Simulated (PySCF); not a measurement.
**Telling isomers of C7H11FSi2 apart by NMR**

Method: GFN2-xTB geometry, NMR shieldings at PBE0/pcSseg-1/GIAO, in PySCF (non-relativistic, isolated molecule, a single conformation, one averaged value for each set of equivalent atoms).

Chemical shifts δ = σref − σ; TMS for ¹H (σref 31.72), ¹³C (σref 186.93), all at this level. Splittings of carbon signals by F and P are missing where no couplings were computed. Where no couplings were computed, multiplicities follow the n + 1 count of equivalent neighbours, and m marks all less simple cases (inequivalent or close neighbours, rings, F or P nearby). Shifts are as computed. Against solution values, carbons near 30 ppm lie about +3 ppm off and those near 130 ppm about +5 ppm. Of 1309 compounds with measured shifts, 239 miss one by over three times the rms of a fit or turn the order of signals round; such compounds aren't used in these exercises.

(1) Tabulate the signals of `CC#C[SiH2]C#C[C@@H](F)[SiH2]C`, `C[SiH2]c1ccc([SiH3])cc1F` and their relative energies.

(2) What is the quickest way to tell CC#C[SiH2]C#C[C@@H](F)[SiH2]C from C[SiH2]c1ccc([SiH3])cc1F?

Answers

(1) 
```tsv
SMILES	carbon types	δC	δH	E rel. (kcal/mol)
CC#C[SiH2]C#C[C@@H](F)[SiH2]C	4×C 1×CH 2×CH3	113.6, 110.8, 99.4, 80.3, 80.1, 6.1, -10.7	5.58 (m, 1H), 4.86 (m, 1H), 4.78 (m, 1H), 4.38 (m, 1H), 4.21 (m, 1H), 2.10 (s, 3H), 0.56 (m, 3H)	74.1
C[SiH2]c1ccc([SiH3])cc1F	3×C 3×CH 1×CH3	176.6, 140.1, 139.2, 135.8, 127.6, 126.9, -9.6	7.60 (m, 1H), 7.57 (m, 1H), 7.49 (m, 1H), 4.91 (q, 2H), 4.55 (s, 3H), 0.43 (t, 3H)	0.0
```

Energies are electronic energies at PBE0/pcSseg-1 on these geometries, without zero-point or thermal terms, each for the one conformer computed, which needn't be the lowest.

(2) Both give the same number of carbon signals, but DEPT or the intensities differ. The first has an alkyne carbon (C) at 80.3 ppm, the second an aromatic carbon bearing fluorine (C) at 176.6 ppm. Their most deshielded carbons lie at 113.6 and 176.6 ppm. In the proton spectra the most deshielded non-exchanging signals are 5.58 (m, 1H) and 7.60 (m, 1H).
